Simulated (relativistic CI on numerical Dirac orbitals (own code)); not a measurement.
# Ligand-field terms of d8

Computed with a parametric ligand-field model of a d^n configuration (Racah B and C, spin-orbit zeta, crystal field), exact diagonalisation.

Field parameters in Wybourne normalisation: Oh B⁴₀ = 21Dq, B⁴₄ = √(5/14) B⁴₀; Td as Oh with Dq negative (B⁴₀ = 21Dq, B⁴₄ = √(5/14) B⁴₀). The field is a parameter set, without covalency.

(1) Lowest levels for B = 500, C = 1900, ζ = 320 cm⁻¹, Oh, 10Dq = 4850 cm⁻¹?

(2) Lowest levels for B = 520, C = 2620, ζ = 620 cm⁻¹, Td, 10Dq = -9150 cm⁻¹?

(3) Lowest levels for B = 400, C = 1450, ζ = 470 cm⁻¹, Oh, 10Dq = 6650 cm⁻¹?

(4) Lowest levels for B = 1040, C = 5370, ζ = 410 cm⁻¹, Oh, 10Dq = 3250 cm⁻¹?

(5) Lowest levels for B = 540, C = 2190, ζ = 1650 cm⁻¹, Oh, 10Dq = 34000 cm⁻¹?

Results:

(1) T2 0 (S 1.00), E 4702 (S 0.99), T1 4785 (S 1.00), T2 4978 (S 1.00), A2 5059 (S 1.00), E 7401 (S 0.29), A1 7646 (S 1.00), T1 7894 (S 1.00), T2 8280 (S 1.00) cm⁻¹, with S from ⟨S²⟩ = S(S + 1). The ground level has 2.01 electrons in the cubic e pair.

(2) A1 0 (S 1.00), T1 398 (S 1.00), E 1112 (S 1.00), T2 1202 (S 1.00), T2 8545 (S 0.69), T1 9002 (S 1.00), E 9040 (S 0.97), A2 9440 (S 1.00), E 9669 (S 0.11) cm⁻¹, with S from ⟨S²⟩ = S(S + 1). The ground level has 3.95 electrons in the cubic e pair.

(3) T2 0 (S 1.00), E 5660 (S 0.38), T1 6551 (S 1.00), E 6760 (S 0.83), T2 6831 (S 1.00), A2 6966 (S 1.00), A1 9493 (S 0.82), T1 10062 (S 1.00), T2 10397 (S 1.00) cm⁻¹, with S from ⟨S²⟩ = S(S + 1). The ground level has 2.01 electrons in the cubic e pair.

(4) T2 0 (S 1.00), E 3086 (S 1.00), T1 3182 (S 1.00), T2 3484 (S 1.00), A2 3560 (S 1.00), A1 5217 (S 1.00), T1 5592 (S 1.00), T2 6184 (S 1.00), E 6257 (S 1.00) cm⁻¹, with S from ⟨S²⟩ = S(S + 1). The ground level has 2.03 electrons in the cubic e pair.

(5) T2 0 (S 1.00), E 8581 (S 0.02), A1 16451 (S 0.02), E 33438 (S 1.00), T1 33525 (S 0.99), T2 34426 (S 0.99), A2 35043 (S 1.00), T2 39988 (S 0.95), E 40449 (S 0.99) cm⁻¹, with S from ⟨S²⟩ = S(S + 1). The ground level has 2.01 electrons in the cubic e pair.
